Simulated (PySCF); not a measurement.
Core-level binding energies of cyclo-(H2SiSe)3

Species: cyclo-(H2SiSe)3.
Z-matrix (Å and degrees, PBE0-D3(BJ)/def2-SVP geometry), rows numbered from 1:
```
Si
H   1  1.4890
H   1  1.4910  2  110.23
Se  1  2.2934  2  109.16  3   119.22
Si  4  2.2855  1   98.17  2   126.47
H   5  1.4860  4  110.70  1   -60.75
H   5  1.4895  4  104.28  1   179.56
Se  5  2.2850  4  115.72  1    66.17
Si  8  2.2912  5   97.91  4   -62.43
H   9  1.4891  8  108.80  5  -133.07
H   9  1.4914  8  109.39  5   106.36
Se  1  2.2882  2  105.93  3  -118.00
```

Theory: delta-SCF UKS SCAN, pcX-2 on the ionised atom, pcseg-1 elsewhere, spin-free X2C (PySCF 2.14.0). Binding energies are ΔSCF values: E(core-ionised, relaxed orbitals) − E(ground state) at a fixed geometry, referred to the vacuum level.

Task: What binding energy does each computed site have?

Result: 
```csv
atom(s),environment,level,binding energy (eV),2p1/2 (eV),count
Si1/Si5/Si9,silicon bonded to 2 Se and 2 H,Si 2p3/2,107.49,108.11,3
Si1/Si5/Si9,silicon bonded to 2 Se and 2 H,Si 1s,1847.34,–,3
```

Task: Give the binding energy of Si 1s of Si1/Si5/Si9 in hartree and in kJ/mol.

Result: 1847.34 eV = 67.8885 Eh = 178241 kJ/mol.

One atom of each set of topologically equivalent atoms was ionised and stands for the set; in this conformer not all members are related by symmetry, and their own values weren't computed. 2p3/2 and 2p1/2 are the ΔSCF energy of one spin-free 2p hole plus the eigenvalues of a spin–orbit and ligand-field matrix of the shell. 2p1/2 minus 2p3/2 (ligand field included): Si 0.63 eV. No level of selenium is listed. One conformer (not necessarily the lowest) at the PBE0-D3(BJ)/def2-SVP geometry, without solvent, vibrations or thermal averaging.

Time: 39 s of wall time; peak memory 0.56 GiB. Hardware: Intel Xeon at 2.50 GHz, one thread, shared host with 64 logical CPUs at a one-minute load of 59.
